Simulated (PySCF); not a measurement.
**MP2 beside CCSD(T) along the fifth-period p block: bonds to Li**

MP2 and CCSD(T) in PySCF with def2-SVP on every atom (core potentials on In, Sn, Sb, Te, I), for the lowest determinant that a PBE0 search found; no spin–orbit coupling.

```tsv
molecule	state (unpaired electrons)	MP2 Re (Å)	MP2 ωe (cm⁻¹)	MP2 De (eV)	CCSD(T) Re (Å)	CCSD(T) ωe (cm⁻¹)	CCSD(T) De (eV)
LiIn	singlet (closed shell)	3.032	270	0.62	3.028	257	0.83
LiSn	quartet (σ ↑, π ↑↑)	2.608	372	1.40	2.611	368	1.37
LiSb	triplet (π ↑↑)	2.660	383	1.03	2.671	371	1.09
LiTe	doublet (π ↑)	2.514	451	2.23	2.517	446	2.22
LiI	singlet (closed shell)	2.412	492	3.50	?	?	?
```

Q: Estimate the CCSD(T) values of LiI by adding the mean shift from MP2 to CCSD(T) of the other rows, and compare with the calculation.

A: The mean shifts are +0.3 pm, -8 cm⁻¹ and +0.06 eV, which give 2.415 Å, 484 cm⁻¹ and 3.56 eV. CCSD(T)/def2-SVP gives Re = 2.412 Å, ωe = 490 cm⁻¹, De = 3.42 eV.

Q: What are the mean differences of MP2 from CCSD(T) over the whole series?

A: Re -0.3 pm, ωe +7 cm⁻¹, De -0.03 eV.

In a basis of this size CCSD(T) is itself not converged; it tends to give bonds that are too long and too weak.

Correlated steps freeze 4 core orbitals. Correlated levels converge slowly with the basis: in double zeta they bind strong bonds too weakly, by up to about 1 eV, and carry superposition errors of some tenths. These are scalar-relativistic numbers at best; spin–orbit coupling would shift them, the dissociation energy most. Where the molecule has an RHF reference, its open-shell atoms are computed with UHF. States were picked by a PBE0 search and need not be the measured ground states.
